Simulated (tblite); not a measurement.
Species: C6H4F2N (doublet state).
Numbering: `[NH2:1][c:2]1[cH:3][c:4]([F:5])[c:6][cH:7][c:8]1[F:9]` (hydrogens: H10, H11 on N1; H12 on C3; H13 on C7)

The geometry is computed with GFN2-xTB (gas phase). This method treats the open shell by occupation alone, without spin polarisation.

Task: List the bond lengths and angles at this level.

Result: 
```json
{"bond": "N1–C2", "length (Å)": "1.372", "order": "single"}
{"bond": "C2–C3", "length (Å)": "1.394", "order": "aromatic"}
{"bond": "C3–C4", "length (Å)": "1.391", "order": "aromatic"}
{"bond": "C4–F5", "length (Å)": "1.343", "order": "single"}
{"bond": "C4–C6", "length (Å)": "1.365", "order": "aromatic"}
{"bond": "C6–C7", "length (Å)": "1.363", "order": "aromatic"}
{"bond": "C7–C8", "length (Å)": "1.386", "order": "aromatic"}
{"bond": "C8–F9", "length (Å)": "1.357", "order": "single"}
{"bond": "C2–C8", "length (Å)": "1.401", "order": "aromatic"}
{"bond": "N1–H10", "length (Å)": "1.007", "order": "single"}
{"bond": "N1–H11", "length (Å)": "1.005", "order": "single"}
{"bond": "C3–H12", "length (Å)": "1.079", "order": "single"}
{"bond": "C7–H13", "length (Å)": "1.078", "order": "single"}
```

Orders are formal, as drawn. A selection of angles:
```json
{"angle": "C2–N1–H10", "degrees": "116.7"}
{"angle": "C2–N1–H11", "degrees": "117.6"}
{"angle": "H10–N1–H11", "degrees": "116.0"}
{"angle": "N1–C2–C3", "degrees": "121.8"}
{"angle": "N1–C2–C8", "degrees": "120.5"}
{"angle": "C3–C2–C8", "degrees": "117.6"}
{"angle": "C2–C3–C4", "degrees": "120.5"}
{"angle": "C2–C3–H12", "degrees": "120.6"}
{"angle": "C4–C3–H12", "degrees": "118.9"}
{"angle": "C3–C4–F5", "degrees": "118.4"}
{"angle": "C3–C4–C6", "degrees": "119.1"}
{"angle": "F5–C4–C6", "degrees": "122.5"}
{"angle": "C4–C6–C7", "degrees": "123.1"}
{"angle": "C6–C7–C8", "degrees": "117.5"}
{"angle": "C6–C7–H13", "degrees": "122.7"}
{"angle": "C8–C7–H13", "degrees": "119.8"}
{"angle": "C7–C8–F9", "degrees": "119.4"}
{"angle": "C2–C8–C7", "degrees": "122.2"}
{"angle": "C2–C8–F9", "degrees": "118.4"}
```

C4 (carbon bonded to 2 C and F) is planar (angles 122.5°, 119.1° and 118.4°, sum 360.0°, 0.00 Å off the plane of its three neighbours). N1 (nitrogen bonded to C and 2 H) has angles 117.6°, 116.7° and 116.0°, sum 350.3°, 0.20 Å off the plane of its three neighbours. C7 (carbon bonded to 2 C and H) is planar (angles 122.7°, 119.8° and 117.5°, sum 360.0°, 0.00 Å off the plane of its three neighbours). C8 (carbon bonded to 2 C and F) is planar (angles 122.2°, 119.4° and 118.4°, sum 360.0°, 0.00 Å off the plane of its three neighbours). The C–C distances run from 1.363 Å (C6–C7, aromatic) to 1.401 Å (C2–C8, aromatic), a spread of 0.038 Å. C3 (carbon bonded to 2 C and H) is planar (angles 120.6°, 120.5° and 118.9°, sum 360.0°, 0.00 Å off the plane of its three neighbours). The 6-membered ring C2–C3–C4–C6–C7–C8 has internal angles of 117.5° to 123.1° (sum 720°, against 720° for a flat polygon); it is planar, 0.00 Å rms from its mean plane, widest ring torsion 1°.

Point group: near Cs, missed by 0.26 Å at most; the miss may be what the optimiser left on a soft mode. Its GFN2-xTB frequencies are all real (lowest 133 cm⁻¹). Torsions: H–N1–C2–C3 -166° and -21°.

One conformer stands for the species.
